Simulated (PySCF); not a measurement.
**How methods differ on the excitation energy of Se**

Se [Ar] 3d10 4s2 4p4 (3P) → Se [Ar] 3d10 4s1 4p4 5s1 (5P), as a difference of total energies. Computed with PySCF 2.14 in aug-cc-pVDZ-DK (6s5p3d, 36 functions), with the spin-free X2C one-electron Hamiltonian (Gaussian nucleus). Correlated levels: valence: [Ar] 3d10 frozen. The calculations carry no spin-orbit coupling.

| method | excitation energy (cm⁻¹) |
| --- | --- |
| UHF | 132640 |
| MP2 (valence) | 132040 |
| SCS-MP2 (valence) | 132690 |
| CCSD (valence) | 129380 |
| CCSD(T) (valence) | 128610 |

A first-order spin-orbit estimate (lowest level to lowest level, LS coupling) adds -0.023 eV.

The upper state lies above the first ionisation limit, where it may autoionise and the basis confines it. A Rydberg-like electron needs more diffuse functions than a valence basis has.

The promoted electron is Rydberg-like, and one or two diffuse shells describe it only roughly, which tends to raise the upper state.

The coupled-cluster amplitudes are large for the upper state (T1 above 0.03 or a double amplitude above 0.15), so a single reference is strained.
